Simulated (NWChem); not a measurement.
Molecule: C₅H₃NSe; SMILES c1c(c[se]c1)C#N

```xyz
10

N      0.4252    -3.7326     0.0000
C      0.2186    -2.5912     0.0000
C     -0.0449    -1.1877     0.0000
C     -1.3744    -0.6435     0.0000
C     -1.4191     0.7178     0.0000
Se     0.2784     1.4644     0.0000
C      0.9592    -0.2459     0.0000
H     -2.2647    -1.2742     0.0000
H     -2.3082     1.3473     0.0000
H      2.0307    -0.4406     0.0000
```
Atoms are numbered in this order, from 1.

Computed with NWChem. Pople sets run with spherical d functions. All runs use the structure optimised with PBE0/def2-SVP. GIAO values for the isolated, static molecule; σ is the absolute isotropic shielding, δ = σ(reference) − σ with the isolated reference molecule computed at the same levels (13C: tetramethylsilane, 1H: tetramethylsilane, 15N: ammonia). Spin-orbit effects, on the heavy nuclei and on their neighbours, are missing.

```tsv
level	δ N1 (ppm)	δ C2 (ppm)	δ C4 (ppm)	δ C5 (ppm)	σ Se6 (ppm)	δ C7 (ppm)	δ H10 (ppm)
LDA (Slater exchange, VWN5)/pcSseg-1	…	…	…	…	…	153.5	…
Hartree-Fock/6-31G*	283.9	108.0	126.9	135.8	1525.5	154.4	8.52
PBE/pcSseg-1	315.3	117.8	134.9	137.6	1065.9	146.7	7.88
```

Question: Complete the blanks.

Answer: 
- LDA (Slater exchange, VWN5)/pcSseg-1, δ N1 (ppm): 333.3
- LDA (Slater exchange, VWN5)/pcSseg-1, δ C2 (ppm): 123.3
- LDA (Slater exchange, VWN5)/pcSseg-1, δ C4 (ppm): 140.7
- LDA (Slater exchange, VWN5)/pcSseg-1, δ C5 (ppm): 144.4
- LDA (Slater exchange, VWN5)/pcSseg-1, σ Se6 (ppm): 996.8
- LDA (Slater exchange, VWN5)/pcSseg-1, δ H10 (ppm): 7.99
